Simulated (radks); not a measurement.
Spherical quantum dot in the effective-mass picture: electrons in a parabolic well V = omega^2 r^2 / 2 with omega = 2.31, all in effective atomic units (hartree* = m*/eps^2 hartree, bohr* = eps/m* bohr), one dielectric constant everywhere. Calculated with a radial shooting solver with Libxc functionals: non-relativistic Kohn-Sham, LDA (Slater exchange, Perdew-Wang correlation), spin-polarised, spherical densities. Levels are named by radial order and angular momentum (1s, 1p, 1d, 2s, ...), and open shells are averaged over m. Each electron was tried in the lowest free levels, single moves between levels near the top were tried too, and the lowest total energy was kept; such a search can miss a lower state. At N = 1 the Hartree and exchange-correlation terms need not cancel, so that row can carry a self-interaction error.

N        open shells  2S  mu = E(N) - E(N-1) (hartree*)  addition energy mu(N+1) - mu(N) (hartree*)  e(HOMO) (hartree*)  rms radius (bohr*)
1   1s(up 1, down 0)   1                         3.5231                                       1.116              3.9501              0.8103
2               none   0                         4.6393                                       2.883              5.0630              0.8439
3   1p(up 1, down 0)   1                         7.5226                                      0.7349              7.8860              0.9451
4   1p(up 2, down 0)   2                         8.2575                                      0.7464              8.6305               1.001
5   1p(up 3, down 0)   3                         9.0039                                      0.9486              9.3768               1.040
6   1p(up 3, down 1)   2                         9.9525                                      0.6908              10.295               1.074
7   1p(up 3, down 2)   1                         10.643                                      0.6990              10.993               1.102
8               none   0                         11.342                                       2.448              11.692               1.126
9   1d(up 1, down 0)   1                         13.790                                      0.6097              14.095               1.166
10  1d(up 2, down 0)   2                         14.400                                      0.6090              14.704               1.200
11  1d(up 3, down 0)   3                         15.009                                      0.6063              15.312               1.229
12  1d(up 4, down 0)   4                         15.615                                      0.6027              15.917               1.255
13  1d(up 5, down 0)   5                         16.218                                      0.7631              16.517               1.279
14  1d(up 5, down 1)   4                         16.981                                      0.5748              17.268               1.301
15  1d(up 5, down 2)   3                         17.555                                      0.5742              17.843               1.322
16  1d(up 5, down 3)   2                         18.130                                      0.5722              18.416               1.341
17  1d(up 5, down 4)   1                         18.702                                      0.5693              18.987               1.359
18              none   0                         19.271                                      0.7487              19.555               1.376
19  2s(up 1, down 0)   1                         20.020                                      0.6401              20.311               1.393
20              none   0                         20.660                                       1.827              20.948               1.409
21  1f(up 1, down 0)   1                         22.486                                      0.5134              22.743               1.430
22  1f(up 2, down 0)   2                         23.000                                      0.5115              23.256               1.449
23  1f(up 3, down 0)   3                         23.511                                      0.5093              23.766               1.467
24  1f(up 4, down 0)   4                         24.021                                      0.5069              24.274               1.484
25  1f(up 5, down 0)   5                         24.527                                      0.5044              24.780               1.501
26  1f(up 6, down 0)   6                         25.032                                      0.5019              25.283               1.517
27  1f(up 7, down 0)   7                         25.534                                      0.6284              25.784               1.532
28  1f(up 7, down 1)   6                         26.162                                      0.4883              26.407               1.547
29  1f(up 7, down 2)   5                         26.651                                      0.4868              26.894               1.561
30  1f(up 7, down 3)   4                         27.137                                           -              27.380               1.575

All shells are closed at N = 2, 8, 18, 20 (there: 1s2 1p6 1d10 2s2); the second difference of the energy has clear peaks (12 % above both neighbours; the first and last values, which can be the largest, are not judged, and half-filled shells can peak too) at N = 2, 5, 8, 13, 18, 20, 27.
